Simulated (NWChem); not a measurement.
System meant: AlH2S2F; SMILES [F][Al]([SH])[SH]

The following NWChem deck was run.

```
start job
memory heap 200 mb stack 900 mb global 1100 mb
geometry units angstroms noautoz
  Al    -0.368432    -0.000152     0.001814
  F     -2.027045     0.103241     0.003092
  S      0.789403     1.837667     0.007213
  H     -0.321987     2.608519     0.010668
  S      0.543148    -1.967595    -0.005214
  H      1.795749    -1.456980    -0.003939
end
basis spherical
  Al library def2-svp
  F library def2-svp
  S library def2-svp
  H library def2-svp
end
dft
  xc b3lyp
  iterations 4
  mulliken
end
task dft energy
```

End of the output:

```
    Atom       Charge   Shell Charges
 -----------   ------   -------------------------------------------------------
    1 Al  13    12.78   2.00  1.93  0.59  0.23  5.81  0.96  0.74  0.53
    2 F    9     9.23   1.98  1.01  0.77  3.22  2.25  0.00
    3 S   16    16.01   2.00  1.95  0.98  0.67  5.81  1.90  2.65  0.05
    4 H    1     0.99   0.61  0.30  0.08
    5 S   16    15.99   2.00  1.95  0.98  0.67  5.81  1.90  2.64  0.05
    6 H    1     1.00   0.61  0.31  0.08

 center of mass
 --------------
 x =  -0.06489278 y =  -0.01991251 z =   0.00000000

 moments of inertia (a.u.)
 ------------------
         861.039554421758          -0.000000000000           0.000000000000
          -0.000000000000         407.423820507978           0.000000000000
           0.000000000000           0.000000000000        1268.463374929735

     Multipole analysis of the density
     ---------------------------------

     L   x y z        total         alpha         beta         nuclear
     -   - - -        -----         -----         ----         -------
     0   0 0 0     -0.000000    -28.000000    -28.000000     56.000000

     1   1 0 0      0.392450      0.196225      0.196225      0.000000
     1   0 1 0      0.310489      0.155245      0.155245      0.000000
     1   0 0 1     -0.000000     -0.000000     -0.000000      0.000000

     2   2 0 0    -34.440872   -118.638118   -118.638118    202.835364
     2   1 1 0     -2.313863      1.989358      1.989358     -6.292580
     2   1 0 1      0.000000      0.000000      0.000000      0.000000
     2   0 2 0    -33.821787   -240.036120   -240.036120    446.250454
     2   0 1 1     -0.000000     -0.000000     -0.000000      0.000000
     2   0 0 2    -32.097534    -16.048767    -16.048767      0.000000

 ------------------------------------------------------------------------
 dft energy failed                                                                                  0
 ------------------------------------------------------------------------
 ------------------------------------------------------------------------
  current input line :
    22: task dft energy
 ------------------------------------------------------------------------
 ------------------------------------------------------------------------
 This type of error is most commonly associated with calculations not reaching convergence criteria
 ------------------------------------------------------------------------
 For more information see the NWChem manual at https://nwchemgit.github.io

0:dft energy failed:Received an Error in Communication
```

Question: Find the fault in this run and fix the input.

Answer: The run did not converge; its last values are not results. Cause: the SCF was allowed too few iterations. This input runs:
```
start job
memory heap 200 mb stack 900 mb global 1100 mb
geometry units angstroms noautoz
  Al    -0.368432    -0.000152     0.001814
  F     -2.027045     0.103241     0.003092
  S      0.789403     1.837667     0.007213
  H     -0.321987     2.608519     0.010668
  S      0.543148    -1.967595    -0.005214
  H      1.795749    -1.456980    -0.003939
end
basis spherical
  * library def2-svp
end
dft
  xc b3lyp
  iterations 150
  mulliken
end
task dft energy
```
It converges to -1139.67174 Ha (B3LYP/def2-SVP).
